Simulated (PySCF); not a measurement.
One entry of a table of gas-phase calculations, keyed by method. Lists by class give the value and the number of equivalent atoms.

```json
{
 "formula": "C3H8Cl2OSi2",
 "smiles": "C=CO[SiH2][Si@H](Cl)CCl",
 "inchi": "InChI=1S/C3H8Cl2OSi2/c1-2-6-7-8(5)3-4/h2,8H,1,3,7H2/t8-/m0/s1",
 "charge": 0,
 "multiplicity": 1,
 "geometry_level": "GFN2-xTB",
 "atoms_angstrom": [
  ["C", 3.567, -0.185, -0.753],
  ["C", 2.711, -0.228, 0.251],
  ["O", 1.384, -0.051, 0.072],
  ["Si", 0.103, -0.263, 1.051],
  ["Si", -1.563, 0.532, -0.332],
  ["Cl", -1.578, 2.546, -0.577],
  ["C", -3.256, 0.156, 0.487],
  ["Cl", -3.404, -1.602, 0.746],
  ["H", 3.235, -0.014, -1.761],
  ["H", 4.619, -0.317, -0.587],
  ["H", 3.023, -0.403, 1.273],
  ["H", -0.011, -1.677, 1.426],
  ["H", 0.298, 0.468, 2.315],
  ["H", -1.661, -0.028, -1.686],
  ["H", -3.374, 0.623, 1.463],
  ["H", -4.1, 0.451, -0.133]
 ],
 "electronic_structure_code": "PySCF",
 "results": {
  "GFN2-xTB geometry": {
   "point_group": "C1",
   "rotational_constants_GHz": [1.244, 0.53, 0.396]
  },
  "PBE0/def2-SVPD ground state and vertical TDDFT (core frozen in the response)": {
   "dipole_D": 0.92,
   "homo_eV": -7.14,
   "lumo_eV": -0.92,
   "S1_eV": 5.18,
   "strongest_line_of_8_singlets_eV": 6.69,
   "T1_tda_eV": 4.23,
   "polarisability_au": 122.7,
   "r2_bohr2_about_centre_of_nuclear_charge": 2677.0,
   "singlets_eV_and_f": [
    [5.18, 0.003],
    [5.59, 0.052],
    [6.06, 0.015],
    [6.2, 0.03],
    [6.49, 0.038],
    [6.69, 0.059],
    [6.71, 0.038],
    [6.79, 0.01]
   ],
   "triplets_tda_eV": [4.23, 5.08, 5.45]
  },
  "PBE0/pcSseg-1 ground state and GIAO shieldings, non-relativistic": {
   "shift_vs_computed_TMS_C_by_class_ppm": [
    [153.3, 1],
    [102.9, 1],
    [33.5, 1]
   ],
   "shift_vs_computed_TMS_H_by_class_ppm": [
    [6.4, 1],
    [5.48, 1],
    [5.44, 1],
    [5.42, 1],
    [4.94, 1],
    [4.61, 1],
    [3.29, 1],
    [2.96, 1]
   ],
   "shielding_other_nuclei_by_class_ppm": [
    ["O", 252.8, 1],
    ["Si", 365.1, 1],
    ["Si", 377.3, 1],
    ["Cl", 942.2, 1],
    ["Cl", 993.9, 1]
   ],
   "charges_hirshfeld_e_by_atom": [-0.13, 0.03, -0.2, 0.32, 0.28, -0.12, -0.14, -0.06, 0.05, 0.05, 0.05, -0.08, -0.08, -0.06, 0.05, 0.05]
  }
 }
}
```

The dipole equals about 3.1 × 10⁻³⁰ C·m (1 D = 3.33564 × 10⁻³⁰ C·m). The principal polarisabilities are 101.5, 122.8 and 143.7 au; their mean is the isotropic value.

The values belong to the conformer `[CH2:1]=[CH:2][O:3][SiH2:4][Si@H:5]([Cl:6])[CH2:7][Cl:8]`: C1–C2–O3–Si4 170°, C2–O3–Si4–Si5 176°, O3–Si4–Si5–Cl6 -73°, Si4–Si5–C7–Cl8 -58°.
